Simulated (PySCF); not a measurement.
Spinor energies of Rh³⁰⁺ (rhodium, charge +30)

Start: [Ne] 3s2 3p3; 3p1/2 filled at m_j = -1/2, +1/2; 3p3/2 filled at m_j = +3/2. Calculated with PySCF 2.14 in an uncontracted even-tempered set (19 s from 4.9 bohr⁻², ratio 2.4; 14 p from 6.4 bohr⁻², ratio 2.4; 5 d from 24 bohr⁻², ratio 2.6; 4 f from 36 bohr⁻², ratio 2.6): generalised Hartree-Fock with the X2C-1e Hamiltonian and a Gaussian nucleus; one run each with spin-orbit coupling (SO) switched off, then screened by Boettger's factors.

```tsv
spinor shell	electrons	ε, spin-free (eV)	ε, screened SO (eV)	weight of nominal j (screened SO)	rms radius, screened SO (bohr)
1s1/2	2	-24904.1	-24901.0	1.000	0.0374
2s1/2	2	-4962.9	-4961.3	1.000	0.151
2p1/2	2	-4605.9	-4710.9	1.000	0.131
2p3/2	4	-4605.9	-4555.3	1.000	0.135
3s1/2	2	-1866.3	-1865.6	1.000	0.370
3p1/2	2	-1766.8	-1780.2	0.976	0.357
3p3/2	1	-1766.8	-1749.7	1.000	0.364
```

```json
{"quantity": "E (hartree)", "spin-free": "-4113.81915", "screened SO": "-4115.28734"}
{"quantity": "M_J", "spin-free": "3/2", "screened SO": "3/2"}
{"quantity": "⟨J²⟩", "spin-free": "3.750", "screened SO": "3.753"}
{"quantity": "⟨L²⟩", "spin-free": "0.000", "screened SO": "1.789"}
{"quantity": "⟨S²⟩", "spin-free": "3.750", "screened SO": "1.952"}
```

Each row is a mean over spinors that exchange with the open shell spreads, by up to 24.524 eV (3s1/2).

Breit and QED terms are absent; they matter most for the inner s and p1/2 levels.

Densities and radii are taken from the X2C orbitals without a picture-change correction, which distorts them close to the nucleus.

Without spin-orbit coupling the j labels of p, d and f shells carry no meaning; the spin-free column gives the mean over the occupied spinors of each nl shell.
